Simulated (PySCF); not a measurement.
## Dipole response of Ru (ruthenium, neutral)

[Kr] 4d8, high-spin 3F determinant (an excited configuration). All numbers are calculated (PySCF 2.14, the spin-free X2C one-electron Hamiltonian (Gaussian nucleus), in aug-cc-pVTZ-DK (9s8p6d3f2g, 102 functions)). Coupled (time-dependent) response in atomic units; α is the mean over directions.

| method | mean α (bohr³) | C₆ (like pair) | S(−4) |
| --- | --- | --- | --- |
| r2SCANh | 39.53 | 286.2 | 1882 |

S(−4) is the Cauchy moment in α(ω) = α(0) + S(−4) ω² + …

Spin-orbit coupling is absent.

α(iu) at r2SCANh:

```json
{"u (hartree)": "0", "α(iu) (bohr³)": "39.53"}
{"u (hartree)": "0.0500", "α(iu) (bohr³)": "35.62"}
{"u (hartree)": "0.100", "α(iu) (bohr³)": "28.91"}
{"u (hartree)": "0.200", "α(iu) (bohr³)": "19.99"}
{"u (hartree)": "0.300", "α(iu) (bohr³)": "15.55"}
{"u (hartree)": "0.500", "α(iu) (bohr³)": "10.94"}
{"u (hartree)": "0.750", "α(iu) (bohr³)": "7.718"}
{"u (hartree)": "1.00", "α(iu) (bohr³)": "5.722"}
{"u (hartree)": "1.50", "α(iu) (bohr³)": "3.501"}
{"u (hartree)": "2.00", "α(iu) (bohr³)": "2.364"}
{"u (hartree)": "3.00", "α(iu) (bohr³)": "1.282"}
{"u (hartree)": "5.00", "α(iu) (bohr³)": "0.5461"}
```

A single London oscillator, α(iu) = α/(1 + u²/ω²), gives C₆ = (3/4) ω α². Matching the computed C₆ needs ω = 4 × 286.2 / (3 × 39.53²) = 0.244 hartree.
